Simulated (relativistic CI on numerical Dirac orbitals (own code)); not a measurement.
# Slater and spin-orbit integrals, K12+

Method of calculation: Dirac-Coulomb-Breit CI, orbitals from a KLI potential per configuration, QED by a radiative potential, unscaled Slater integrals (own radial code, finite nucleus).

Slater integrals F^k, G^k are unscaled and averaged over j, outside the closed core 1s2; ζ comes from projecting the Hamiltonian with its Breit term on Σ l·s of the shell.

- 2s2 2p3: F^2(2p,2p) = 300550, ζ(2p) = 17574 cm⁻¹; <r>(2p) = 0.3158, <r^2>(2p) = 0.1213 (bohr units).
- 2s 2p4: F^2(2p,2p) = 299170, G^1(2s,2p) = 335340, ζ(2p) = 17338 cm⁻¹; <r>(2s) = 0.3607, <r^2>(2s) = 0.1527, <r>(2p) = 0.3172, <r^2>(2p) = 0.1224 (bohr units).
- 2p5: ζ(2p) = 17116 cm⁻¹; <r>(2p) = 0.319, <r^2>(2p) = 0.124 (bohr units).

Averages of the first 10 configurations, taken without configuration mixing, which lowers the lowest level and can move excited configurations by several eV; other configurations of the list can lie among them:

```json
{"Configuration": "2s2 2p3", "Parity": "odd", "States": "20", "Average energy above the lowest level (eV)": "14.4"}
{"Configuration": "2s 2p4", "Parity": "even", "States": "30", "Average energy above the lowest level (eV)": "79.7"}
{"Configuration": "2p5", "Parity": "odd", "States": "6", "Average energy above the lowest level (eV)": "158.0"}
{"Configuration": "2p4 3s", "Parity": "even", "States": "30", "Average energy above the lowest level (eV)": "546.8"}
{"Configuration": "2s2 2p2 3s", "Parity": "even", "States": "30", "Average energy above the lowest level (eV)": "419.1"}
{"Configuration": "2p4 3p", "Parity": "odd", "States": "90", "Average energy above the lowest level (eV)": "563.6"}
{"Configuration": "2p4 3d", "Parity": "even", "States": "150", "Average energy above the lowest level (eV)": "583.6"}
{"Configuration": "2s2 2p2 3p", "Parity": "odd", "States": "90", "Average energy above the lowest level (eV)": "437.9"}
{"Configuration": "2s2 2p2 3d", "Parity": "even", "States": "150", "Average energy above the lowest level (eV)": "458.2"}
{"Configuration": "2s 2p3 3s", "Parity": "odd", "States": "80", "Average energy above the lowest level (eV)": "476.3"}
```
